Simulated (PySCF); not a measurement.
# TeH⁺ at UHF

Computed with UHF; Te def2-SVP with ECP28, H def2-SVP; scalar-relativistic core potentials (PySCF 2.14).

* state: ³Σ⁻ (triplet), unpaired electrons π ↑↑
* bond length: 1.656 Å
* harmonic wavenumber: 2248 cm⁻¹
* force constant: 2.98 mdyn/Å
* rotational constant Be: 6.149 cm⁻¹
* anharmonicity ωexe: 39.5 cm⁻¹
* vibration–rotation constant αe: 0.144 cm⁻¹
* well depth De to Te⁺ + H: 1.67 eV
* dissociation energy D0: 1.53 eV
* bond order (Mayer): 0.96
* dipole moment (positive dipole points towards H; it is taken about the centre of mass and depends on that origin): 0.88 D

These are scalar-relativistic numbers at best; spin–orbit coupling would shift them, the dissociation energy most. For an ion De counts to the pair picked by the measured ionisation energies or electron affinities, which need not be the lowest pair at this level. Hartree–Fock leaves out correlation, which carries a large part of most bond energies and some tenths to 1 eV of ionisation energies. The state was picked by a PBE0 search and need not be the measured ground state.
